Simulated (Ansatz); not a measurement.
AlAsH6⁺, that is Al(AsH3)H3 with one electron fewer. Charge 1, multiplicity 2. Geometry r2SCAN-D4/def2-TZVP, that of the neutral singlet.

Cartesian coordinates in Å:
```
Al -1.051 -0.991 0.478
As 0.755 0.713 -0.344
H 1.427 1.634 0.642
H 0.399 1.763 -1.364
H 2.008 0.218 -1.018
H -2.047 0.083 1.110
H -0.095 -1.816 1.453
H -1.395 -1.604 -0.955
```

At PBE-D4/def2-TZVP an occupied level lies above an empty one. At PBE-D4/def2-TZVP the gap within one spin of the charge 1 doublet nearly closes, so an electron or hole may be smeared out by delocalisation error.

Question: Estimate the α-spin orbital energies around the gap (eV) in Ansatz with PBE-D4/def2-TZVP, r2SCAN-D4/def2-TZVP, PBE0-D4/def2-TZVP.

Answer: 
| orbital | PBE-D4/def2-TZVP | r2SCAN-D4/def2-TZVP | PBE0-D4/def2-TZVP |
| --- | --- | --- | --- |
| HOMO−5 | -16.88 | -17.43 | -18.82 |
| HOMO−4 | -15.03 | -15.36 | -16.30 |
| HOMO−3 | -15.02 | -15.32 | -16.18 |
| HOMO−2 | -14.05 | -14.71 | -15.82 |
| HOMO−1 | -13.37 | -13.78 | -14.70 |
| HOMO | -13.32 | -13.57 | -14.31 |
| LUMO | -6.29 | -5.83 | -5.45 |
| LUMO+1 | -6.08 | -5.78 | -5.15 |
| LUMO+2 | -6.01 | -5.70 | -5.01 |
| LUMO+3 | -4.85 | -4.40 | -3.95 |
| LUMO+4 | -4.40 | -3.88 | -3.66 |
| LUMO+5 | -4.39 | -3.88 | -3.52 |
| β HOMO | -12.71 | -12.90 | -13.68 |
| β LUMO | -12.81 | -12.80 | -12.21 |
